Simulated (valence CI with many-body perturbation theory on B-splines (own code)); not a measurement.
# Valence orbitals of S²⁺

Computed by valence CI with perturbative core correlation (CI+MBPT): four valence electrons over a frozen Dirac-Fock core [Ne], radial functions for each j: 11 s, 11 p, 9 d, 7 f, 5 g, 2 h, 1 i, with the one-electron correlation potential Σ1 (screened to all orders), the two-electron term Σ2, the three-electron term Σ3, Breit, model QED; selected single and double excitations, second order for the rest, scaled by the run's own slope (own B-spline code, finite nucleus).

Set against measurement, 54 paired levels are off by 54 cm⁻¹ on average, the worst by 185. These come from a selection out of NIST levels in Podobedova, Kelleher and Wiese, J. Phys. Chem. Ref. Data 38, 171 (2009). Levels without a partner in it may be off by more. Among the levels kept, up to 400 cm⁻¹ of a level comes from second order outside the variational space, and about a tenth of that is noise between levels of different J, which matters for small intervals. 1 measured level below the end of the list, from 164141 cm⁻¹ on, found no clear computed partner, and computed levels of the same name lie up to 1724 cm⁻¹ from them.

These are the spectroscopic orbitals of the CI (the correlating ones are not listed), shaped by the core and the other valence electrons. h is the expectation value of the core's Dirac-Fock operator, without the valence repulsion; Σ1 is computed up to l = 3 at one energy for each symmetry, that of its lowest orbital but kept below the first core excitation, so for empty shells it is not the orbital's own correlation shift; Breit and QED include the response of the core.

```
Orbital  h (hartree)  Σ1 (cm⁻¹)  Breit (cm⁻¹)  QED (cm⁻¹)  ⟨r⟩ (bohr)
  3s1/2      -3.1768      -3293          68.4        45.3       1.590
  4s1/2      -1.4587       -627          15.5        10.3       3.824
  5s1/2     -0.82131       -218           5.6         3.7       7.150
  6s1/2     -0.52819       -104           2.7         1.8       11.44
  3p1/2      -2.6741      -2687          84.6        -4.9       1.778
  4p1/2      -1.2495       -505          18.3        -1.1       4.436
  5p1/2     -0.72986       -201           7.6        -0.4       8.053
  6p1/2     -0.47974       -102           3.9        -0.2       12.65
  3p3/2      -2.6679      -2660          46.7        -2.7       1.784
  4p3/2      -1.2475       -501          10.1        -0.6       4.444
  5p3/2     -0.72895       -200           4.2        -0.2       8.063
  6p3/2     -0.47925       -101           2.1        -0.1       12.66
  3d3/2      -1.9067      -1450           4.3        -0.7       2.409
  4d3/2     -0.97318       -421           1.5        -0.2       5.750
  5d3/2     -0.60292       -196           0.8        -0.1       9.944
  3d5/2      -1.9065      -1446          -0.6        -0.5       2.410
  4d5/2     -0.97311       -420          -0.2        -0.2       5.751
  5d5/2     -0.60288       -195          -0.1        -0.1       9.944
  4f5/2     -0.86121      -31.2           0.0         0.0       5.857
  5f5/2     -0.55183      -19.1           0.0         0.0       10.29
  4f7/2      -0.8612      -31.2           0.0         0.0       5.857
  5f7/2     -0.55182      -19.1           0.0         0.0       10.29
  5g7/2     -0.54051                      0.0         0.0       9.157
  5g9/2      -0.5405                      0.0         0.0       9.157
```

Among the shells of the start configuration 3s2 3p2, Σ1 is largest in size for 3s1/2, where it is 0.47 % of h.

Lowest root of each symmetry, sizes in configuration state functions:

```csv
J,Parity,Roots,Reference,Variational,Second order,Change by selected CI (cm⁻¹),Change by second order (cm⁻¹)
0,even,7,20,32616,389512,-9699,-17
1,even,10,36,39980,1020942,-9647,-63
2,even,12,43,39992,1481665,-9624,-79
3,even,8,27,39911,2199653,-20846,-358
4,even,5,15,39999,1862935,-9908,-111
5,even,3,4,42606,1446858,-9976,-58
0,odd,6,13,39449,384370,-16570,-26
1,odd,15,33,39984,1423533,-14855,-96
2,odd,15,33,39903,2041085,-7887,-73
3,odd,8,20,39966,2194955,-14771,-182
4,odd,3,9,42465,1621743,-20340,-208
```
